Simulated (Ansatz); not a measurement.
These are r2SCAN-D4/def2-TZVP (Ansatz, a first-principles code) values and carry that method's errors. No frequencies were computed at this level.

Ansatz 0.2 input:
```yaml
crystal:
  periodic: [false, false, false]
  atoms:
    - { symbol: O, position_ang: [1.316489, -2.003406, -0.93498] }
    - { symbol: Si, position_ang: [0.907778, -0.676237, -0.349434] }
    - { symbol: O, position_ang: [2.060465, 0.397488, 0.030699] }
    - { symbol: Si, position_ang: [-1.189402, 0.106774, 0.124514] }
    - { symbol: H, position_ang: [1.923666, 1.261781, 0.409161] }
    - { symbol: H, position_ang: [-2.176971, -0.391199, -0.832566] }
    - { symbol: H, position_ang: [-1.24395, 1.582263, 0.069446] }
    - { symbol: H, position_ang: [-1.598076, -0.277465, 1.483161] }
basis:
  gaussian: { orbitals: def2-tzvp }
hamiltonian:
  xc: r2scan
  dispersion: d4
relax:
  max_steps: 150
```

Output:

```
[...]
reference -19914.73854176 eV, -731.8531427151 hartree; 24, 24 occupied and 136, 136 virtual orbitals, 982 factors
relax step   3: F+E_penalty+E_count = -19914.77850125 eV  Δ(F+E_penalty+E_count) = -7.556e-3 eV  max|allowed force component| = 2.234e-1 eV/Å  Δτ_max = 0.0468 Å  (31 SCF iters, accepted)
these checks for a lower state are left out or cut short: starts, cluster_reference, orbital_swaps, neighbouring_geometries, increment
982 factors; their error is unknown
mean field -19914.75356212 eV, -731.8536947030 hartree, gradient 2.4e-5 eV, S^2 0.000000; 0 other end points of the search recorded, 0 dependent functions left out
reference -19914.75357499 eV, -731.8536951761 hartree; 24, 24 occupied and 136, 136 virtual orbitals, 982 factors
relax step   4: F+E_penalty+E_count = -19914.79361902 eV  Δ(F+E_penalty+E_count) = -1.512e-2 eV  max|allowed force component| = 3.358e-1 eV/Å  Δτ_max = 0.0658 Å  (31 SCF iters, accepted)
these checks for a lower state are left out or cut short: starts, cluster_reference, orbital_swaps, neighbouring_geometries, increment
982 factors; their error is unknown
mean field -19914.75762011 eV, -731.8538438314 hartree, gradient 1.4e-5 eV, S^2 0.000000; 0 other end points of the search recorded, 0 dependent functions left out
reference -19914.75763297 eV, -731.8538443042 hartree; 24, 24 occupied and 136, 136 virtual orbitals, 982 factors
relax step   5: F+E_penalty+E_count = -19914.79766338 eV  Δ(F+E_penalty+E_count) = -4.044e-3 eV  max|allowed force component| = 1.986e-1 eV/Å  Δτ_max = 0.0126 Å  (32 SCF iters, accepted)
these checks for a lower state are left out or cut short: starts, cluster_reference, orbital_swaps, neighbouring_geometries, increment
982 factors; their error is unknown
mean field -19914.75888529 eV, -731.8538903259 hartree, gradient 1.4e-5 eV, S^2 0.000000; 0 other end points of the search recorded, 0 dependent functions left out
reference -19914.75889815 eV, -731.8538907985 hartree; 24, 24 occupied and 136, 136 virtual orbitals, 982 factors
relax step   6: F+E_penalty+E_count = -19914.79892964 eV  Δ(F+E_penalty+E_count) = -1.266e-3 eV  max|allowed force component| = 7.919e-2 eV/Å  Δτ_max = 0.0103 Å  (32 SCF iters, accepted)
these checks for a lower state are left out or cut short: starts, cluster_reference, orbital_swaps, neighbouring_geometries, increment
982 factors; their error is unknown
mean field -19914.75969957 eV, -731.8539202501 hartree, gradient 1.3e-5 eV, S^2 0.000000; 0 other end points of the search recorded, 0 dependent functions left out
reference -19914.75971241 eV, -731.8539207221 hartree; 24, 24 occupied and 136, 136 virtual orbitals, 982 factors
relax step   7: F+E_penalty+E_count = -19914.79975588 eV  Δ(F+E_penalty+E_count) = -8.262e-4 eV  max|allowed force component| = 1.170e-2 eV/Å  Δτ_max = 0.0418 Å  (31 SCF iters, accepted)
these checks for a lower state are left out or cut short: starts, cluster_reference, orbital_swaps, neighbouring_geometries, increment
982 factors; their error is unknown
mean field evaluation 64: about -19914.7599 eV, gradient 2.0e-1 eV
mean field -19914.75998506 eV, -731.8539307418 hartree, gradient 1.4e-5 eV, S^2 0.000000; 0 other end points of the search recorded, 0 dependent functions left out
reference -19914.75999789 eV, -731.8539312133 hartree; 24, 24 occupied and 136, 136 virtual orbitals, 982 factors
relax step   8: F+E_penalty+E_count = -19914.80004167 eV  Δ(F+E_penalty+E_count) = -2.858e-4 eV  max|allowed force component| = 3.181e-2 eV/Å  Δτ_max = 0.0191 Å  (32 SCF iters, accepted)
these checks for a lower state are left out or cut short: starts, cluster_reference, orbital_swaps, neighbouring_geometries, increment
982 factors; their error is unknown
mean field -19914.76043476 eV, -731.8539472680 hartree, gradient 1.6e-5 eV, S^2 0.000000; 0 other end points of the search recorded, 0 dependent functions left out
reference -19914.76044756 eV, -731.8539477383 hartree; 24, 24 occupied and 136, 136 virtual orbitals, 982 factors
relax step   9: F+E_penalty+E_count = -19914.80047879 eV  Δ(F+E_penalty+E_count) = -4.371e-4 eV  max|allowed force component| = 1.145e-1 eV/Å  Δτ_max = 0.0584 Å  (32 SCF iters, accepted)
these checks for a lower state are left out or cut short: starts, cluster_reference, orbital_swaps, neighbouring_geometries, increment
982 factors; their error is unknown
mean field -19914.76076329 eV, -731.8539593413 hartree, gradient 1.4e-5 eV, S^2 0.000000; 0 other end points of the search recorded, 0 dependent functions left out
reference -19914.76077608 eV, -731.8539598114 hartree; 24, 24 occupied and 136, 136 virtual orbitals, 982 factors
relax step  10: F+E_penalty+E_count = -19914.80080855 eV  Δ(F+E_penalty+E_count) = -3.298e-4 eV  max|allowed force component| = 9.315e-2 eV/Å  Δτ_max = 0.0159 Å  (32 SCF iters, accepted)
these checks for a lower state are left out or cut short: starts, cluster_reference, orbital_swaps, neighbouring_geometries, increment
982 factors; their error is unknown
mean field -19914.76145330 eV, -731.8539846987 hartree, gradient 1.8e-5 eV, S^2 0.000000; 0 other end points of the search recorded, 0 dependent functions left out
reference -19914.76146610 eV, -731.8539851690 hartree; 24, 24 occupied and 136, 136 virtual orbitals, 982 factors
relax step  11: F+E_penalty+E_count = -19914.80148752 eV  Δ(F+E_penalty+E_count) = -6.790e-4 eV  max|allowed force component| = 6.716e-2 eV/Å  Δτ_max = 0.0646 Å  (31 SCF iters, accepted)
these checks for a lower state are left out or cut short: starts, cluster_reference, orbital_swaps, neighbouring_geometries, increment
982 factors; their error is unknown
mean field evaluation 96: about -19914.7616 eV, gradient 1.5e-5 eV
mean field -19914.76162275 eV, -731.8539909258 hartree, gradient 1.5e-5 eV, S^2 0.000000; 0 other end points of the search recorded, 0 dependent functions left out
reference -19914.76163555 eV, -731.8539913961 hartree; 24, 24 occupied and 136, 136 virtual orbitals, 982 factors
relax step  12: F+E_penalty+E_count = -19914.80165870 eV  Δ(F+E_penalty+E_count) = -1.712e-4 eV  max|allowed force component| = 5.443e-2 eV/Å  Δτ_max = 0.0238 Å  (31 SCF iters, accepted)
these checks for a lower state are left out or cut short: starts, cluster_reference, orbital_swaps, neighbouring_geometries, increment
982 factors; their error is unknown
mean field -19914.76204419 eV, -731.8540064136 hartree, gradient 1.4e-5 eV, S^2 0.000000; 0 other end points of the search recorded, 0 dependent functions left out
reference -19914.76205700 eV, -731.8540068840 hartree; 24, 24 occupied and 136, 136 virtual orbitals, 982 factors
relax step  13: F+E_penalty+E_count = -19914.80208803 eV  Δ(F+E_penalty+E_count) = -4.293e-4 eV  max|allowed force component| = 3.863e-2 eV/Å  Δτ_max = 0.0175 Å  (32 SCF iters, accepted)
these checks for a lower state are left out or cut short: starts, cluster_reference, orbital_swaps, neighbouring_geometries, increment
982 factors; their error is unknown
mean field -19914.76233867 eV, -731.8540172353 hartree, gradient 1.4e-5 eV, S^2 0.000000; 0 other end points of the search recorded, 0 dependent functions left out
reference -19914.76235148 eV, -731.8540177060 hartree; 24, 24 occupied and 136, 136 virtual orbitals, 982 factors
relax step  14: F+E_penalty+E_count = -19914.80238509 eV  Δ(F+E_penalty+E_count) = -2.971e-4 eV  max|allowed force component| = 3.308e-2 eV/Å  Δτ_max = 0.0246 Å  (31 SCF iters, accepted)
these checks for a lower state are left out or cut short: starts, cluster_reference, orbital_swaps, neighbouring_geometries, increment
982 factors; their error is unknown
mean field -19914.76252507 eV, -731.8540240853 hartree, gradient 1.4e-5 eV, S^2 0.000000; 0 other end points of the search recorded, 0 dependent functions left out
reference -19914.76253789 eV, -731.8540245566 hartree; 24, 24 occupied and 136, 136 virtual orbitals, 982 factors
relax step  15: F+E_penalty+E_count = -19914.80257289 eV  Δ(F+E_penalty+E_count) = -1.878e-4 eV  max|allowed force component| = 3.490e-2 eV/Å  Δτ_max = 0.0301 Å  (30 SCF iters, accepted)
these checks for a lower state are left out or cut short: starts, cluster_reference, orbital_swaps, neighbouring_geometries, increment
982 factors; their error is unknown
mean field -19914.76264184 eV, -731.8540283765 hartree, gradient 1.5e-5 eV, S^2 0.000000; 0 other end points of the search recorded, 0 dependent functions left out
reference -19914.76265469 eV, -731.8540288487 hartree; 24, 24 occupied and 136, 136 virtual orbitals, 982 factors
relax step  16: F+E_penalty+E_count = -19914.80268741 eV  Δ(F+E_penalty+E_count) = -1.145e-4 eV  max|allowed force component| = 3.493e-2 eV/Å  Δτ_max = 0.0276 Å  (31 SCF iters, accepted)
these checks for a lower state are left out or cut short: starts, cluster_reference, orbital_swaps, neighbouring_geometries, increment
982 factors; their error is unknown
mean field evaluation 128: about -19914.7627 eV, gradient 3.3e-5 eV
mean field -19914.76271897 eV, -731.8540312111 hartree, gradient 1.4e-5 eV, S^2 0.000000; 0 other end points of the search recorded, 0 dependent functions left out
reference -19914.76273183 eV, -731.8540316838 hartree; 24, 24 occupied and 136, 136 virtual orbitals, 982 factors
relax step  17: F+E_penalty+E_count = -19914.80276209 eV  Δ(F+E_penalty+E_count) = -7.468e-5 eV  max|allowed force component| = 2.767e-2 eV/Å  Δτ_max = 0.0157 Å  (31 SCF iters, accepted)
these checks for a lower state are left out or cut short: starts, cluster_reference, orbital_swaps, neighbouring_geometries, increment
982 factors; their error is unknown
mean field -19914.76278942 eV, -731.8540338001 hartree, gradient 1.4e-5 eV, S^2 0.000000; 0 other end points of the search recorded, 0 dependent functions left out
reference -19914.76280230 eV, -731.8540342733 hartree; 24, 24 occupied and 136, 136 virtual orbitals, 982 factors
relax step  18: F+E_penalty+E_count = -19914.80282777 eV  Δ(F+E_penalty+E_count) = -6.568e-5 eV  max|allowed force component| = 4.521e-2 eV/Å  Δτ_max = 0.0210 Å  (31 SCF iters, accepted)
these checks for a lower state are left out or cut short: starts, cluster_reference, orbital_swaps, neighbouring_geometries, increment
982 factors; their error is unknown
mean field -19914.76275963 eV, -731.8540327053 hartree, gradient 1.4e-5 eV, S^2 0.000000; 0 other end points of the search recorded, 0 dependent functions left out
reference -19914.76277251 eV, -731.8540331787 hartree; 24, 24 occupied and 136, 136 virtual orbitals, 982 factors
relax step  19: F+E_penalty+E_count = -19914.80279521 eV  Δ(F+E_penalty+E_count) = +3.257e-5 eV  max|allowed force component| = 5.354e-2 eV/Å  Δτ_max = 0.0185 Å  (33 SCF iters, rejected (line search))
these checks for a lower state are left out or cut short: starts, cluster_reference, orbital_swaps, neighbouring_geometries, increment
982 factors; their error is unknown
mean field -19914.76285741 eV, -731.8540362987 hartree, gradient 1.4e-5 eV, S^2 0.000000; 0 other end points of the search recorded, 0 dependent functions left out
reference -19914.76287029 eV, -731.8540367719 hartree; 24, 24 occupied and 136, 136 virtual orbitals, 982 factors
relax step  20: F+E_penalty+E_count = -19914.80289697 eV  Δ(F+E_penalty+E_count) = -6.920e-5 eV  max|allowed force component| = 3.505e-2 eV/Å  Δτ_max = 0.0089 Å  (32 SCF iters, accepted)
these checks for a lower state are left out or cut short: starts, cluster_reference, orbital_swaps, neighbouring_geometries, increment
982 factors; their error is unknown
mean field -19914.76289060 eV, -731.8540375183 hartree, gradient 1.4e-5 eV, S^2 0.000000; 0 other end points of the search recorded, 0 dependent functions left out
reference -19914.76290348 eV, -731.8540379916 hartree; 24, 24 occupied and 136, 136 virtual orbitals, 982 factors
relax step  21: F+E_penalty+E_count = -19914.80293031 eV  Δ(F+E_penalty+E_count) = -3.334e-5 eV  max|allowed force component| = 1.951e-2 eV/Å  Δτ_max = 0.0097 Å  (32 SCF iters, accepted)
these checks for a lower state are left out or cut short: starts, cluster_reference, orbital_swaps, neighbouring_geometries, increment
982 factors; their error is unknown
mean field evaluation 160: about -19914.7768 eV, gradient 3.2e-1 eV
mean field -19914.76289717 eV, -731.8540377600 hartree, gradient 1.4e-5 eV, S^2 0.000000; 0 other end points of the search recorded, 0 dependent functions left out
reference -19914.76291005 eV, -731.8540382334 hartree; 24, 24 occupied and 136, 136 virtual orbitals, 982 factors
relax step  22: F+E_penalty+E_count = -19914.80293860 eV  Δ(F+E_penalty+E_count) = -8.291e-6 eV  max|allowed force component| = 9.712e-3 eV/Å  Δτ_max = 0.0046 Å  (32 SCF iters, accepted)
982 factors; their error is unknown
mean field -19914.76289717 eV, -731.8540377600 hartree, gradient 5.9e-5 eV, S^2 0.000000; 1 other end points of the search recorded, 0 dependent functions left out
reference -19914.76291005 eV, -731.8540382334 hartree; 24, 24 occupied and 136, 136 virtual orbitals, 982 factors
Total energy: -19914.80295149 eV, -731.8555097288 hartree
Atom 0 at     1.237253    -2.129991    -0.579721 Å, force    -0.003558     0.009712     0.002578 eV/Å
Atom 1 at     0.959641    -0.673178    -0.248981 Å, force     0.009341    -0.008825    -0.003778 eV/Å
Atom 2 at     2.118180     0.467233    -0.147883 Å, force    -0.003996    -0.009492    -0.000250 eV/Å
Atom 3 at    -1.203653     0.126050     0.163887 Å, force     0.000124    -0.000622     0.002346 eV/Å
Atom 4 at     1.846202     1.365649     0.068394 Å, force    -0.001209     0.008071     0.000818 eV/Å
Atom 5 at    -2.031619    -0.142877    -1.035671 Å, force    -0.000101     0.000707     0.000831 eV/Å
Atom 6 at    -1.179480     1.586355     0.442709 Å, force    -0.000895    -0.001171    -0.000190 eV/Å
Atom 7 at    -1.746524    -0.599243     1.337267 Å, force     0.000295     0.001620    -0.002354 eV/Å
Dipole moment:    -0.424263     0.969608     0.247728 e Å
```

Cost: roughly 2.2 core-minutes.
